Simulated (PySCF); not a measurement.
Geometry:
| atom | x (Å) | y (Å) | z (Å) |
| --- | --- | --- | --- |
| C1 | -2.390 | -0.341 | -0.386 |
| C2 | -1.260 | 0.639 | -0.071 |
| B3 | 0.146 | 0.171 | -0.616 |
| N4 | 1.276 | 0.111 | 0.197 |
| C5 | 2.609 | -0.282 | -0.183 |
| H6 | -3.372 | 0.033 | -0.054 |
| H7 | -2.230 | -1.314 | 0.105 |
| H8 | -2.459 | -0.535 | -1.468 |
| H9 | -1.226 | 0.845 | 1.015 |
| H10 | -1.486 | 1.611 | -0.550 |
| H11 | 0.282 | -0.151 | -1.782 |
| H12 | 1.184 | 0.371 | 1.174 |
| H13 | 2.951 | -1.176 | 0.368 |
| H14 | 2.625 | -0.521 | -1.255 |
| H15 | 3.344 | 0.521 | -0.004 |

Geometry: PBE0-D3(BJ)/def2-SVP; GIAO shifts from PySCF 2.14.0 with density-fitted response routines, gas phase, non-relativistic, averaged over equivalent atoms.

At PBE0/6-31G (65 basis functions, 5.6 s wall time on 1 thread of an Arm Neoverse V1, shared host):
| atoms | δ (ppm) |
| --- | --- |
| C5 | 35.2 |
| C2 | 16.5 |
| C1 | 12.0 |
| B3 | 36.1 |
| N4 | 101.5 |
| H11 | 5.59 |
| H12 | 3.48 |
| H13/H14/H15 | 2.98 |
| H6/H7/H8 | 1.13 |
| H9/H10 | 0.85 |

Scale: ¹³C (199.54 ppm), ¹H (32.61 ppm) against TMS; BF3·OEt2 for ¹¹B (113.16 ppm); ¹⁵N (260.69 ppm) against NH3 (reference shieldings calculated alike).

Question: What do these become at BHandHLYP/pcSseg-1?

Answer: 
```tsv
atoms	δ at BHandHLYP/pcSseg-1	change
C5	36.2	+1.0
C2	16.0	-0.5
C1	11.3	-0.7
B3	45.3	+9.2
N4	119.1	+17.6
H11	4.68	-0.91
H12	3.47	-0.01
H13/H14/H15	2.90	-0.08
H6/H7/H8	0.96	-0.17
H9/H10	0.49	-0.36
```

Shifts are taken against calculated references (same method and geometry level): ¹³C (σref 183.98) and ¹H (σref 31.44) against TMS; ¹¹B (σref 104.59) vs BF3·OEt2; ¹⁵N (σref 265.03) against NH3.

The largest change is at N4 (nitrogen bonded to C, B, H). Cost: 135 basis functions, 12 s wall time on 1 thread of an Arm Neoverse V1, shared host. The order of the carbon signals is the same at both levels.

A carbon bonded to boron is broadened by the quadrupolar boron nucleus and is often missing from a measured spectrum. Experimental scales use liquid or dissolved standards, which lie at an offset from isolated NH3 (liquid NH3: subtract about 20 ppm).
